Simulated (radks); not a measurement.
Numerical settings for the aluminium ion Al9+, [He] 2s2. Calculated with a radial shooting solver on a logarithmic mesh with Libxc functionals: non-relativistic Kohn-Sham, PBE, spin-polarised, spherical densities, point nucleus. The defaults (mesh step 0.008 in ln r, mesh end at 40 bohr or more with all orbitals vanishing there, Anderson mixing 0.5 over 9 steps, residual threshold near 1e-9 with the energy settled to 1e-9 hartree or 1e-11 of itself, here a cap of 73 iterations) give E = -191.6565 hartree and 2s at -377.60 eV in 13 iterations. Run on one thread of a shared host, so times are rough (Arm Neoverse N1): 0.08 s of CPU time, 0.08 s wall, 13 iterations on 2476 mesh points. Changes against that run (0 stands for a change within the tolerance of the run):

setting,iterations,converged,E (mhartree),e(2s) (meV),CPU (s)
mesh step in ln r 0.02,13,yes,0,0,0.04
mesh step in ln r 0.05,13,yes,0,+0.00851,0.02
mesh step in ln r 0.08,44,yes,+0.0111,+0.301,0.08
mesh end (bohr) 5,13,yes,0,0,0.07
mesh end (bohr) 8,13,yes,0,0,0.07
residual threshold 0.1,7,yes,0,+0.019,0.05
residual threshold 0.001,7,yes,0,+0.019,0.05
mixing 1,9,yes,0,0,0.06
"linear mixing, mixing 0.05",73,no,+0.118,-1.61e+03,0.36
"linear mixing, mixing 0.2",73,no,0,-0.00365,0.33
mixing history 2,19,yes,0,0,0.1
iteration cap 2,2,no,+129,-5.4e+04,0.01

No run marked as converged misses the energy by more than 1 mhartree. A mesh that ends early acts as a hard wall.
